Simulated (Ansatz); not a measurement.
A short molecular-dynamics run on H6N2SSi (`N[SiH](N)S`).

```yaml
crystal:
  periodic: [false, false, false]
  atoms:
    - {symbol: N, position_ang: [-1.389225, 0.684836, -0.100346]}
    - {symbol: Si, position_ang: [0.192848, 0.121849, 0.207241]}
    - {symbol: N, position_ang: [0.087520, -1.576487, 0.286707]}
    - {symbol: S, position_ang: [1.732806, 0.404848, -1.267389]}
    - {symbol: H, position_ang: [-1.890326, 0.373164, -0.917522]}
    - {symbol: H, position_ang: [-1.632188, 1.632084, 0.140224]}
    - {symbol: H, position_ang: [0.626063, 0.890053, 1.406151]}
    - {symbol: H, position_ang: [0.909433, -2.154422, 0.245016]}
    - {symbol: H, position_ang: [-0.674603, -2.017720, 0.773932]}
    - {symbol: H, position_ang: [2.120771, 1.590496, -0.771213]}
basis:
  gaussian: {orbitals: def2-SVP}
hamiltonian: {xc: {name: PBE}, dispersion: d4}
md: {timestep: 2 fs, n_steps: 20, ensemble: nvt_langevin, temperature: 1500, initial_velocities: maxwell_boltzmann, friction: 0.01, seed: 517}
```

```sh
$ ansatz run in.yaml --threads 2 --pin off --events-out ev --progress --plain --max-ram 4352MiB
```

```tsv
step	time (fs)	potential energy (eV)	kinetic (eV)	T (K)	conserved (eV)
0	0.0	-21772.5553	1.7450	1350	–
1	2.0	-21771.9385	1.3353	1033	–
2	4.0	-21771.6729	0.9850	762	–
3	6.0	-21771.7044	0.9061	701	–
4	8.0	-21771.7124	0.9588	742	–
5	10.0	-21771.6529	1.0237	792	–
6	12.0	-21771.5518	0.8759	678	–
7	14.0	-21771.7553	0.8692	672	–
8	16.0	-21771.5696	0.9413	728	–
9	18.0	-21771.8222	1.1700	905	–
10	20.0	-21771.8175	0.8532	660	–
11	22.0	-21771.9807	1.0772	833	–
12	24.0	-21771.7773	1.0043	777	–
13	26.0	-21771.8475	0.9872	764	–
14	28.0	-21771.4572	0.6858	531	–
15	30.0	-21771.3541	0.6055	468	–
16	32.0	-21771.4760	0.6428	497	–
17	34.0	-21771.5400	0.7746	599	–
18	36.0	-21771.4571	0.7536	583	–
19	38.0	-21771.6200	1.1035	854	–
20	40.0	-21771.4432	0.9706	751	–
```

Velocities are drawn at the set temperature; a run this short doesn't reach equilibrium.

Frames (Å, forces in eV/Å):

```xyz
10
time=0.0 fs
N    -1.389    0.685   -0.100   -0.208   -0.162    0.281
Si    0.193    0.122    0.207    0.317    0.211    0.146
N     0.088   -1.576    0.287   -0.077   -0.077   -0.294
S     1.733    0.405   -1.267    0.202   -0.385   -0.507
H    -1.890    0.373   -0.918   -0.336   -0.206   -0.550
H    -1.632    1.632    0.140   -0.173    0.634    0.159
H     0.626    0.890    1.406    0.092    0.252    0.283
H     0.909   -2.154    0.245    0.558   -0.405   -0.036
H    -0.675   -2.018    0.774   -0.520   -0.296    0.326
H     2.121    1.590   -0.771    0.145    0.434    0.191
10
time=2.0 fs
N    -1.387    0.649   -0.097   -2.821   -2.671   -3.289
Si    0.186    0.127    0.206    1.046    0.282    0.467
N     0.087   -1.559    0.270    2.309   -3.075   -0.095
S     1.735    0.416   -1.260    0.975    1.631    0.136
H    -2.092    0.362   -0.935    2.465    0.445    2.352
H    -1.660    1.536    0.158   -0.761    3.005    1.051
H     0.677    0.857    1.442   -0.263    0.156   -0.119
H     0.946   -2.221    0.292   -1.378    1.723   -0.278
H    -0.626   -2.112    0.722   -0.857    0.205    0.263
H     2.208    1.717   -0.795   -0.714   -1.701   -0.488
10
time=4.0 fs
N    -1.394    0.610   -0.106   -5.000    1.944   -1.653
Si    0.177    0.134    0.205    1.507    0.300    0.685
N     0.090   -1.549    0.255    0.876   -4.149    0.736
S     1.739    0.427   -1.255    1.175    2.061    0.128
H    -2.208    0.374   -0.857    2.963    0.085    1.972
H    -1.717    1.556    0.233    0.654   -0.950   -0.127
H     0.723    0.839    1.458   -0.533    0.096   -0.347
H     0.917   -2.209    0.348   -0.434    1.465   -0.522
H    -0.613   -2.188    0.695   -0.189    1.375   -0.391
H     2.260    1.779   -0.841   -1.018   -2.227   -0.482
10
time=6.0 fs
N    -1.415    0.584   -0.122   -2.034    4.066    1.911
Si    0.173    0.140    0.205    1.104    0.092    0.624
N     0.094   -1.554    0.244   -2.345   -1.264    0.257
S     1.743    0.441   -1.250    0.907    1.292   -0.231
H    -2.209    0.393   -0.702   -0.078   -1.070   -0.978
H    -1.756    1.536    0.307    1.175   -1.898   -0.647
H     0.754    0.832    1.456   -0.680    0.078   -0.386
H     0.852   -2.132    0.394    3.275   -1.194   -0.048
H    -0.607   -2.208    0.659   -0.460    1.440   -0.389
H     2.281    1.744   -0.912   -0.865   -1.541   -0.113
10
time=8.0 fs
N    -1.442    0.573   -0.128    3.053    3.326    3.705
Si    0.170    0.145    0.203    0.478   -0.386    0.298
N     0.094   -1.566    0.233   -0.153   -0.007   -0.410
S     1.748    0.456   -1.243    0.101   -0.686   -0.809
H    -2.218    0.377   -0.596   -3.918   -2.242   -3.413
H    -1.751    1.434    0.352    0.539    0.022    0.132
H     0.761    0.830    1.442   -0.705    0.137   -0.245
H     0.894   -2.095    0.450    2.227   -0.718    0.032
H    -0.617   -2.174    0.592   -1.468    0.178    0.249
H     2.282    1.664   -0.981   -0.153    0.376    0.462
10
time=10.0 fs
N    -1.458    0.572   -0.116   -1.849   -2.073   -2.387
Si    0.166    0.153    0.203    0.271   -1.108   -0.133
N     0.098   -1.578    0.219    3.380   -0.723    0.269
S     1.753    0.471   -1.233   -0.802   -2.708   -1.249
H    -2.375    0.279   -0.631    2.709    0.019    0.764
H    -1.730    1.322    0.403   -1.094    3.327    2.140
H     0.754    0.825    1.422   -0.630    0.291    0.061
H     1.013   -2.077    0.503   -1.629    0.838   -0.724
H    -0.666   -2.145    0.523   -1.055   -0.226    0.371
H     2.282    1.614   -1.018    0.700    2.364    0.887
10
time=12.0 fs
N    -1.481    0.563   -0.108   -3.453    0.561   -0.517
Si    0.161    0.162    0.206   -0.219   -1.765   -0.736
N     0.110   -1.591    0.206    2.254   -0.845    0.765
S     1.756    0.483   -1.224   -0.531   -2.047   -1.097
H    -2.425    0.180   -0.650    3.660    1.025    1.665
H    -1.760    1.334    0.535   -0.204   -0.345   -0.603
H     0.733    0.816    1.398   -0.427    0.556    0.576
H     1.073   -2.026    0.511   -2.473    0.514   -0.771
H    -0.741   -2.148    0.456    1.002    0.637   -0.028
H     2.293    1.647   -1.011    0.392    1.708    0.745
10
time=14.0 fs
N    -1.517    0.555   -0.103   -1.322    2.301    1.870
Si    0.155    0.167    0.207   -0.993   -2.049   -1.166
N     0.121   -1.603    0.200    0.243    0.410    0.248
S     1.758    0.492   -1.216    0.168   -0.291   -0.681
H    -2.350    0.124   -0.620    1.764    0.731    0.909
H    -1.798    1.343    0.637    0.149   -2.008   -2.216
H     0.701    0.815    1.389   -0.265    0.701    0.885
H     1.053   -1.970    0.492   -1.067   -0.552   -0.246
H    -0.769   -2.153    0.383    1.665    0.764    0.024
H     2.287    1.729   -0.979   -0.342   -0.007    0.372
10
time=16.0 fs
N    -1.561    0.549   -0.091    5.760    5.020    5.273
Si    0.148    0.168    0.206   -1.433   -1.884   -0.935
N     0.126   -1.615    0.197   -1.500    3.087   -1.064
S     1.759    0.500   -1.209    0.512    0.976   -0.270
H    -2.212    0.091   -0.555   -4.270   -2.829   -2.923
H    -1.822    1.279    0.660   -0.311   -1.422   -1.798
H     0.663    0.832    1.418   -0.334    0.472    0.530
H     0.985   -1.946    0.484    2.296   -1.951    0.808
H    -0.729   -2.142    0.319    0.023   -0.259    0.334
H     2.263    1.809   -0.933   -0.743   -1.211    0.046
10
time=18.0 fs
N    -1.592    0.548   -0.062    3.417   -1.975   -2.142
Si    0.141    0.167    0.204   -1.320   -1.455   -0.159
N     0.121   -1.617    0.190    2.792    3.217   -0.434
S     1.761    0.511   -1.204    0.466    1.440    0.043
H    -2.222   -0.055   -0.598   -0.053    0.435    0.377
H    -1.859    1.152    0.630   -1.984    2.095    2.142
H     0.619    0.867    1.468   -0.443    0.054   -0.162
H     0.998   -2.008    0.519   -0.025   -0.735   -0.045
H    -0.696   -2.130    0.279   -2.084   -1.477    0.546
H     2.218    1.852   -0.875   -0.766   -1.600   -0.167
10
time=20.0 fs
N    -1.616    0.538   -0.039    1.956   -3.146   -3.333
Si    0.135    0.166    0.200   -1.391   -0.898    0.512
N     0.121   -1.608    0.183    1.819   -0.188    0.664
S     1.765    0.523   -1.199    0.097    1.039    0.163
H    -2.235   -0.173   -0.621    1.342    2.198    1.845
H    -1.948    1.101    0.679   -1.710    1.287    1.597
H     0.556    0.907    1.507   -0.388   -0.229   -0.637
H     1.009   -2.094    0.559   -1.824    0.624   -0.883
H    -0.744   -2.170    0.266    0.570    0.409    0.241
H     2.148    1.837   -0.820   -0.472   -1.096   -0.169
10
time=22.0 fs
N    -1.636    0.521   -0.029    0.958    0.361    0.716
Si    0.131    0.165    0.197   -1.618   -0.569    0.780
N     0.126   -1.598    0.177   -0.277   -1.409    0.678
S     1.771    0.534   -1.195   -0.500   -0.335   -0.055
H    -2.201   -0.198   -0.552    0.315    1.102    0.858
H    -2.077    1.086    0.776    0.462   -1.304   -1.762
H     0.475    0.935    1.516   -0.157   -0.291   -0.732
H     0.943   -2.133    0.578   -0.884    0.601   -0.693
H    -0.770   -2.192    0.277    1.648    1.417    0.023
H     2.063    1.776   -0.765    0.052    0.427    0.186
10
time=24.0 fs
N    -1.654    0.504   -0.016    2.884    4.016    3.396
Si    0.125    0.167    0.194   -1.826   -0.597    0.758
N     0.128   -1.593    0.175   -1.574    0.374   -0.400
S     1.776    0.544   -1.191   -0.902   -1.447   -0.367
H    -2.164   -0.171   -0.441   -2.437   -2.827   -1.902
H    -2.189    1.009    0.794    1.350   -1.184   -1.959
H     0.388    0.957    1.499    0.145   -0.224   -0.577
H     0.835   -2.143    0.589    1.779   -0.717    0.459
H    -0.731   -2.164    0.297    0.169    0.856   -0.029
H     1.974    1.723   -0.681    0.412    1.750    0.620
10
time=26.0 fs
N    -1.665    0.499    0.004    1.619   -0.259   -0.627
Si    0.117    0.169    0.189   -1.898   -0.778    0.727
N     0.125   -1.592    0.178    1.707    1.292   -0.321
S     1.778    0.551   -1.188   -0.833    0.074    0.422
H    -2.219   -0.246   -0.403   -0.114   -0.397   -0.617
H    -2.248    0.884    0.737    0.289    0.567    0.537
H     0.315    0.986    1.470    0.388   -0.146   -0.380
H     0.789   -2.197    0.629    1.478    0.025    0.083
H    -0.677   -2.118    0.318   -2.951   -0.786    0.268
H     1.904    1.738   -0.552    0.314    0.409   -0.093
10
time=28.0 fs
N    -1.676    0.493    0.027    1.824   -3.748   -4.308
Si    0.108    0.170    0.185   -1.872   -0.878    0.666
N     0.130   -1.590    0.184    0.669   -1.693    1.065
S     1.779    0.557   -1.186   -0.868    1.493    1.363
H    -2.258   -0.342   -0.385    1.559    1.696    0.259
H    -2.291    0.786    0.693   -1.642    1.891    3.118
H     0.269    1.006    1.434    0.554    0.011   -0.094
H     0.795   -2.251    0.690   -0.103    1.475   -0.972
H    -0.737   -2.119    0.346   -0.427    0.670   -0.102
H     1.852    1.767   -0.426    0.307   -0.917   -0.995
10
time=30.0 fs
N    -1.679    0.477    0.042   -1.722   -2.446   -1.066
Si    0.097    0.172    0.183   -1.591   -1.097    0.456
N     0.136   -1.591    0.194   -1.583   -2.230    1.176
S     1.781    0.563   -1.182   -0.982    1.772    1.693
H    -2.237   -0.391   -0.363    1.516    1.993    0.349
H    -2.384    0.768    0.774    1.606    0.286   -0.431
H     0.243    1.028    1.387    0.675    0.234    0.301
H     0.787   -2.233    0.724   -0.126    1.158   -0.847
H    -0.821   -2.101    0.361    1.813    1.482   -0.321
H     1.817    1.753   -0.345    0.396   -1.151   -1.311
10
time=32.0 fs
N    -1.687    0.458    0.056   -1.697   -0.515    0.761
Si    0.084    0.172    0.180   -1.152   -1.213    0.261
N     0.138   -1.597    0.206   -2.581    0.282   -0.220
S     1.784    0.572   -1.178   -1.101    1.256    1.430
H    -2.176   -0.380   -0.325    0.282    0.576   -0.292
H    -2.402    0.763    0.851    2.509   -0.281   -1.721
H     0.247    1.057    1.347    0.686    0.309    0.501
H     0.773   -2.171    0.718    1.207   -0.479    0.395
H    -0.830   -2.017    0.363    1.348    0.658   -0.070
H     1.799    1.696   -0.311    0.501   -0.594   -1.046
10
time=34.0 fs
N    -1.701    0.441    0.072    1.670    2.319    1.154
Si    0.071    0.173    0.178   -0.612   -0.916    0.310
N     0.133   -1.599    0.217    1.625    1.873   -0.565
S     1.786    0.586   -1.173   -1.203    0.067    0.525
H    -2.113   -0.344   -0.293   -1.819   -2.746   -1.800
H    -2.319    0.738    0.864    1.120    0.156   -0.545
H     0.288    1.089    1.333    0.509    0.095    0.300
H     0.816   -2.137    0.735    0.436   -0.197    0.019
H    -0.777   -1.903    0.375   -2.309   -1.264    0.756
H     1.799    1.627   -0.312    0.585    0.612   -0.154
10
time=36.0 fs
N    -1.714    0.427    0.094    3.806   -2.040   -4.974
Si    0.059    0.173    0.174   -0.094   -0.458    0.493
N     0.131   -1.593    0.228    2.337    0.931    0.167
S     1.787    0.600   -1.167   -1.271   -0.946   -0.371
H    -2.130   -0.404   -0.332   -0.512    0.188   -0.189
H    -2.192    0.704    0.847   -2.396    1.731    4.127
H     0.352    1.115    1.329    0.182   -0.197   -0.019
H     0.872   -2.113    0.772   -1.031    0.550   -0.815
H    -0.802   -1.837    0.423   -1.626   -1.300    0.907
H     1.830    1.597   -0.323    0.605    1.542    0.674
10
time=38.0 fs
N    -1.718    0.406    0.106    0.112   -1.741   -1.678
Si    0.046    0.167    0.168    0.476   -0.082    0.628
N     0.133   -1.587    0.240   -1.404    0.018    0.749
S     1.789    0.611   -1.160   -1.238   -0.664   -0.215
H    -2.191   -0.453   -0.392    0.557    2.205    1.322
H    -2.155    0.727    0.986    0.010   -0.254   -0.513
H     0.434    1.121    1.315   -0.214   -0.383   -0.182
H     0.879   -2.074    0.785   -0.733    0.227   -0.534
H    -0.878   -1.817    0.524    1.943   -0.390    0.035
H     1.885    1.624   -0.315    0.491    1.063    0.387
10
time=40.0 fs
N    -1.721    0.382    0.113   -0.840    0.097    1.229
Si    0.033    0.155    0.167    1.096    0.467    0.705
N     0.132   -1.583    0.256   -2.906    0.131    0.549
S     1.791    0.621   -1.151   -1.072    0.165    0.376
H    -2.244   -0.411   -0.402    0.492    1.619    1.269
H    -2.120    0.741    1.112    0.832   -1.247   -3.175
H     0.518    1.124    1.299   -0.633   -0.588   -0.301
H     0.864   -2.043    0.777    0.483   -0.437    0.190
H    -0.868   -1.800    0.645    2.321   -0.219   -0.493
H     1.955    1.673   -0.292    0.227    0.011   -0.349
```

Hardware: 2 threads of an Arm Neoverse V1 on a shared host. Wall time 34 s, peak host memory 0.42 GiB.
